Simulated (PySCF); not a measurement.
chloroform (CHCl₃), singlet, geometry from GFN2-xTB. Base run: B3LYP/cc-pVDZ in PySCF.

Here is a job for PySCF.
```python
from pyscf import gto, scf, dft, solvent

mol = gto.M(
    atom='''
C    -0.00102295    0.00710830    0.48100116
H    -0.00334391    0.02323614    1.57233262
Cl    0.00925814    1.67396575   -0.11215631
Cl    1.44662035   -0.84673105   -0.07184825
Cl   -1.45532076   -0.83111035   -0.07825071
''',
    basis='cc-pvdz',
    verbose=4,
)

mf = dft.RKS(mol)
mf.xc = 'b3lyp'
mf.kernel()
```

Variants of this job, named by their change:

| change | ΔE vs base (kJ/mol) | dipole (D) | HOMO-LUMO gap (eV) |
|---|---|---|---|
| base | 0.00 | 1.16 | 7.58 |
| model = C-PCM; solvent = dimethylsulfoxide | -10.40 | 1.54 | 7.66 |
| model = ddCOSMO; solvent = dimethylsulfoxide | -7.38 | 1.45 | 7.65 |
| model = IEF-PCM; solvent = dimethylsulfoxide; vdw_scale = 1.1 | -14.66 | 1.61 | 7.69 |
| model = IEF-PCM; solvent = dimethylsulfoxide; r_probe = 0.5 | -3.79 | 1.35 | 7.62 |
| model = IEF-PCM; solvent = dimethylsulfoxide; vdw_scale = 1.4 | -5.55 | 1.41 | 7.63 |
| model = IEF-PCM; solvent = toluene | -4.61 | 1.32 | 7.62 |
| model = IEF-PCM; solvent = dimethylsulfoxide | -10.25 | 1.53 | 7.66 |
| model = SS(V)PE; solvent = dimethylsulfoxide | -10.06 | 1.52 | 7.66 |
| model = IEF-PCM; solvent = dimethylsulfoxide; lebedev_order = 41 | -10.34 | 1.53 | 7.66 |
| model = IEF-PCM; solvent = dichloromethane | -8.68 | 1.47 | 7.65 |
| model = IEF-PCM; solvent = dimethylsulfoxide; lebedev_order = 11 | -9.80 | 1.51 | 7.66 |

The base is the gas phase, so ΔE is the electrostatic part of solvation at a fixed geometry, without cavity and dispersion terms.
